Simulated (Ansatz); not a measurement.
Molecule: C5H10Si, charge 0, multiplicity 1. 
Geometry from a B3LYP-D3(BJ)/def2-TZVP (Ansatz, a program for electronic structure) optimisation:
```xyz
16

C     -1.4169     1.6306    -0.8536
C     -1.5719     0.3150    -0.7037
C     -0.5087    -0.6746    -0.5258
C     -0.8329    -1.9673    -0.3892
C      0.9217    -0.2149    -0.4668
Si     1.4438     0.3647     1.2570
H     -2.2720     2.2804    -0.9814
H     -0.4460     2.1076    -0.8502
H     -2.5777    -0.0937    -0.7120
H     -1.8658    -2.2903    -0.4027
H     -0.0794    -2.7331    -0.2582
H      1.1074     0.5896    -1.1818
H      1.5878    -1.0366    -0.7382
H      0.5702     1.4515     1.7527
H      2.8417     0.8616     1.2100
H      1.3737    -0.7764     2.1991
```

Atomisation energy built up term by term with Ansatz (kcal/mol; UHF references for open shells; valence terms freeze the core; atomic spin-orbit terms are left out). CBS marks a two-point X^-3 extrapolation of the correlation energy; Hartree-Fock from the larger set.

The Hartree-Fock reference is unstable (checked in the largest basis), which strains HF and MP2. 

| term | basis | kcal/mol |
|---|---|---|
| Hartree-Fock | cc-pV(Q+d)Z | 1146.96 |
| CCSD correlation | CBS(cc-pV(T+d)Z,cc-pV(Q+d)Z) | 345.87 |
| (T) | CBS(cc-pV(T+d)Z,cc-pV(Q+d)Z) | 23.12 |
| core correlation | cc-pwCVTZ | 5.62 |
| scalar relativity (X2C) | cc-pVTZ-DK against cc-pVTZ | -1.51 |
| sum: De |  | 1520.1 |

(T) makes 1.5 % of the CCSD(T) atomisation energy; under 5 % is typical of single-reference molecules.
